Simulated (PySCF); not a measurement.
`InChI=1S/C7H11F/c1-4-5-2-3-6(5)7(4)8/h4-7H,2-3H2,1H3/t4-,5+,6+,7+/m0/s1`

Geometry (Å), atoms numbered from 1 in this order:
```xyz
19

C     1.7475    0.9947    0.6522
C     1.0723   -0.3412    0.4050
C     0.7022   -0.6938   -1.0473
F     1.4060   -1.7602   -1.5567
C    -0.7308   -1.0310   -0.6134
C    -1.7191    0.1278   -0.7892
C    -1.3609    0.6403    0.6176
C    -0.4028   -0.5458    0.8150
H     1.7543    1.2195    1.7163
H     1.2363    1.7990    0.1292
H     2.7754    0.9614    0.2984
H     1.6856   -1.1428    0.8228
H     0.7970    0.1147   -1.7785
H    -1.0622   -2.0377   -0.8493
H    -2.7524   -0.1983   -0.8832
H    -1.4891    0.8048   -1.6106
H    -2.1991    0.6284    1.3107
H    -0.8991    1.6231    0.6531
H    -0.5707   -1.1537    1.7005
```

Method used: TDDFT wB97X-D/def2-SVPD circular dichroism and optical rotation, one conformer, gas phase in PySCF. Geometry: GFN2-xTB.

Problem. Assign R or S to each stereocentre.

Solution. C2 S, C3 R, C5 R, C8 R.

Problem. Which excitations and rotatory strengths does the calculation give?

Solution. Rotatory strengths R in 10⁻⁴⁰ esu² cm², velocity form and length form (origin at the centre of mass); f in length form.
| state | E (eV) | λ (nm) | f | R (velocity) | R (length) | main |
| --- | --- | --- | --- | --- | --- | --- |
| 1 | 7.91 | 157 | 0.006 | -9.2 | -9.0 | HOMO→LUMO 0.72, HOMO→LUMO+1 0.19 |
| 2 | 8.26 | 150 | 0.001 | +0.6 | +0.5 | HOMO−1→LUMO 0.68, HOMO−1→LUMO+1 0.20 |
| 3 | 8.43 | 147 | 0.010 | +30.4 | +29.3 | HOMO→LUMO+2 0.76 |
| 4 | 8.51 | 146 | 0.025 | -1.5 | -1.2 | HOMO→LUMO+1 0.60, HOMO→LUMO 0.17 |
| 5 | 8.67 | 143 | 0.012 | -4.5 | -4.7 | HOMO−2→LUMO 0.56, HOMO−1→LUMO+2 0.11 |
| 6 | 8.72 | 142 | 0.011 | -13.9 | -13.9 | HOMO→LUMO+3 0.44, HOMO−1→LUMO+2 0.29 |
| 7 | 8.77 | 141 | 0.032 | -29.4 | -28.7 | HOMO−1→LUMO+2 0.35, HOMO→LUMO+3 0.19 |
| 8 | 8.82 | 141 | 0.011 | -6.9 | -7.6 | HOMO−1→LUMO+1 0.34, HOMO−3→LUMO 0.27 |
| 9 | 8.90 | 139 | 0.007 | +11.2 | +9.1 | HOMO−3→LUMO 0.42, HOMO−1→LUMO+1 0.19 |
| 10 | 9.04 | 137 | 0.006 | +11.3 | +12.2 | HOMO−1→LUMO+3 0.69 |
| 11 | 9.18 | 135 | 0.0007 | -3.9 | -3.9 | HOMO−2→LUMO+1 0.45, HOMO−2→LUMO+2 0.10 |
| 12 | 9.22 | 134 | 0.006 | -23.1 | -21.1 | HOMO−2→LUMO+2 0.33, HOMO−2→LUMO+1 0.19 |

Among the states computed, the strongest CD band (largest |R|) is state 3. The largest dissymmetry factor in size, g = 4R/(D+G), with D and G the electric and magnetic dipole strengths, is -0.07 for state 11 (velocity form, f = 0.0008), among bands with |R| over 0.5. The mirror image has the same energies and oscillator strengths and all R with the opposite sign.
